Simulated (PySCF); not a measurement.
The same groups moved round the core (silole silyl). Gas-phase values, no solvent. Strings in code marks are SMILES.

The S1 excitation (TDA) from two functionals at the same geometries (B3LYP-D3(BJ)/def2-TZVP), both in PySCF: PBE-D3(BJ)/def2-TZVP and B3LYP-D3(BJ)/def2-TZVP. B3LYP has the VWN-RPA correlation part, as in Gaussian. Excitations are Tamm–Dancoff values on a coarser integration grid. The basis has no diffuse functions, so Rydberg states are missing or too high.

```
species                 PBE-D3(BJ)/def2-TZVP (eV)
----------------------  -------------------------
`[SiH3]C1=CC=C[SiH2]1`                       4.41
`[SiH3]C1=C[SiH2]C=C1`                       4.43
`[SiH3][SiH]1C=CC=C1`                        4.45
```

Problem. What does B3LYP-D3(BJ)/def2-TZVP give for each?

Solution. 
- `[SiH3]C1=CC=C[SiH2]1`: 4.54
- `[SiH3]C1=C[SiH2]C=C1`: 4.55
- `[SiH3][SiH]1C=CC=C1`: 4.58
Over these rows, drawn at random from the members with no instability flagged (it was tested for open shells, ions and some series alone), PBE minus B3LYP-D3(BJ): mean -0.13 eV, from -0.13 eV to -0.12 eV.
